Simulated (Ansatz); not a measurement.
A structure relaxed at PBE0-D4/def2-TZVP, charge 0, multiplicity 1:

```xyz
10

F     2.201   -0.204   -0.418
B     0.880   -0.433   -0.508
O     0.237   -0.608    0.892
B    -0.778    0.522    0.584
F    -0.738    1.489    1.516
O     0.082    0.888   -0.652
H     0.523   -1.277   -1.289
H    -0.144   -1.471    1.068
H    -1.864    0.098    0.282
H    -0.399    0.994   -1.476
```

(1) Give its formula and SMILES.

(2) Point group (tolerance 0.08 Å, 0.16 Å for H)?

(3) Summarise the bond lengths by kind.

## Answers

(1) B2F2H4O2, `F[B@H-]1[OH+][B@@H-](F)[OH+]1`.

(2) C2v.

(3) 2 × B–F 1.343 Å; 4 × B–O 1.550 Å; 2 × B–H 1.204 Å; 2 × H–O 0.960 Å.

Results of the Gaussian-basis code of Ansatz.
